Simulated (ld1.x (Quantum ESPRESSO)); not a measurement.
## Ranking TM potentials for manganese

All share these settings but for the change named:

Mn (Z = 25), norm-conserving Troullier–Martins (Kleinman–Bylander form), made with ld1.x (Quantum ESPRESSO) 7.5 (PBEsol, scalar-relativistic). Core [Ar], reference 3d5 4s0 4p0 (charge +2). Waves: 4p (bound, empty): rc 2.75 bohr; 3d (bound): rc 1.45 bohr; 4f channel at 0.05 Ry: rc 2.70 bohr; 4s (bound, empty): rc 2.15 bohr. Local part: the s channel. Core correction: none.

Test errors are all-electron minus pseudo excitation energies from the reference, over 3d5 4s2 4p0; 3d5 4s1 4p0; 3d4 4s0 4p0; 3d5 4s0 4p1; 3d5 4s1 4p1; 3d5 4s1.5 4p0; 3d4 4s2 4p1. None of these files shows a bound ghost.

The base gives 391.2 meV.

Of 8 variants that were run, those that failed, showed a ghost or another fault, or gave nearly equal values are left out.

A variant can come out equal or close to the base, since the largest error may sit in a test that the change hardly touches while other tests move.

Q: Rank these variants by their largest absolute test error, smallest first.
A. wave 3d (bound): rc 1.45 bohr becomes 3d (bound): rc 1.70 bohr
B. wave 4f channel at 0.05 Ry: rc 2.70 bohr becomes 4f channel at 0.19 Ry: rc 2.70 bohr
C. core correction a·sin(br)/r model core inside 1.04 bohr

A: A (320.6 meV), B (391.2 meV), C (657.0 meV).
